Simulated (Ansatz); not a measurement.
Species: C$_{4}$H$_{10}$Br$_{2}$Si, SMILES `CC[Si](Br)(Br)CC` (C–C–Si–Br torsion 64°, Br–Si–C–C torsion -178°) (charge 0, multiplicity 1).

Task: Give a relaxed geometry from B3LYP-D3(BJ)/def2-SVP run with Ansatz (a program for electronic structure).

Result: One answer among several that fit: the end point of this relaxation, one of several conformers (outside a Z-matrix the atoms follow the SMILES, hydrogens last).
Bond lengths (Å): C1–C2 1.534, C1–H8 1.102, C1–H9 1.101, C1–H10 1.101, C2–Si3 1.876, C2–H11 1.104, C2–H12 1.103, Si3–Br4 2.251, Si3–Br5 2.251, Si3–C6 1.876, C6–C7 1.534, C6–H13 1.104, C6–H14 1.103, C7–H15 1.101, C7–H16 1.102, C7–H17 1.101. Bond angles (°): C2–C1–H8 111.6, C2–C1–H9 111.2, C2–C1–H10 111.2, H8–C1–H9 107.5, H8–C1–H10 107.3, H9–C1–H10 107.7, C1–C2–Si3 113.7, C1–C2–H11 111.1, C1–C2–H12 111.1, Si3–C2–H11 106.8, Si3–C2–H12 107.6, H11–C2–H12 106.1, C2–Si3–Br4 108.6, C2–Si3–Br5 108.1, C2–Si3–C6 114.3, Br4–Si3–Br5 108.9, Br4–Si3–C6 108.1, Br5–Si3–C6 108.6, Si3–C6–C7 113.7, Si3–C6–H13 106.8, Si3–C6–H14 107.6, C7–C6–H13 111.1, C7–C6–H14 111.1, H13–C6–H14 106.1, C6–C7–H15 111.2, C6–C7–H16 111.6, C6–C7–H17 111.2, H15–C7–H16 107.5, H15–C7–H17 107.7, H16–C7–H17 107.3.
